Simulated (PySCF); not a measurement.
Species: C6H9N3.
Z-matrix (Å and degrees, PBE0-D3(BJ)/def2-SVP geometry), rows numbered from 1:
```
C 
C   1  1.4876
N   2  1.3314  1  122.59
N   3  1.3119  2  103.87  1   179.81
N   4  1.3142  3  116.67  2     0.03
C   5  1.3310  4  103.71  3    -0.03
C   6  1.4733  2  129.02  1     0.25
C   7  1.5074  6  119.84  2  -145.45
C   8  1.4919  7   60.34  6  -109.05
H   1  1.1015  2  111.50  3  -116.58
H   1  1.0977  2  109.75  3     3.30
H   1  1.1011  2  111.50  3   123.34
H   4  1.0120  3  121.69  2   179.90
H   7  1.0930  6  113.80  2    -0.20
H   8  1.0931  7  116.03  9   108.39
H   8  1.0931  7  117.93  9  -109.04
H   9  1.0930  7  116.14  8  -108.41
H   9  1.0931  7  117.83  8   108.99
```

The closed-shell ground state was solved at several levels (PySCF, density fitting, gas phase, non-relativistic).

```csv
level,basis functions,HOMO (eV),LUMO (eV),gap (eV),dipole (D)
PBE0/pcSseg-1,198,-6.89,0.08,6.97,0.71
wB97X-D/def2-SVPD,252,-8.70,1.75,10.45,0.79
```

What might KT3/pcSseg-1 (198 basis functions) give for the same quantities?

HOMO -5.78 eV, LUMO -0.83 eV, gap 4.95 eV, dipole 0.63 D.

Over all these levels, which gives the widest orbital gap and which the narrowest?

wB97X-D/def2-SVPD (range-separated hybrid) has the widest, 10.45 eV, and KT3/pcSseg-1 (GGA) the narrowest, 4.95 eV. Functional and basis both differ between the two, so the spread mixes both effects.

How far do the dipole and the HOMO energy spread over the levels?

The dipole runs from 0.63 to 0.79 D (mean 0.71 D) and the HOMO from -8.70 to -5.78 eV.

One conformer stands for the species.
